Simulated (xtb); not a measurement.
C$_{2}$H$_{4}$, charge +1, doublet, at a GFN2-xTB geometry (a state made from the parent by changing its charge; the spin is typed, not shown lowest), atoms displaced at random by about 0.02 Å a coordinate. Base run: xtb with GFN1-xTB.

xtb was given this input:
```
$ xtb mol.xyz --gfn 1 --chrg 1 --uhf 1 --opt --json

# file mol.xyz
6

C     -0.04151702    -0.01946176     0.61424338
C      0.03019555     0.04364720    -0.64163691
H      0.19572923     0.81542460     1.28896948
H     -0.26891074    -0.90965401     1.29513415
H     -0.17608902     0.91468123    -1.31483653
H      0.24120359    -0.84543611    -1.27875781
```

Variants of this job, named by their change:

| change | ΔE vs base (kJ/mol) | optimiser steps |
|---|---|---|
| base | 0.00 | 7 |
| engine = lbfgs | 0.00 | - |
| opt level = sloppy | 0.04 | 5 |
| alpb = acetonitrile | -243.9 | 7 |
| engine = inertial | 0.01 | - |
| opt level = loose | 0.01 | 6 |
| opt level = lax | 0.01 | 6 |
| alpb = benzene | -211.2 | 7 |
| opt level = vtight | 0.00 | 9 |
| opt level = tight | 0.00 | 9 |
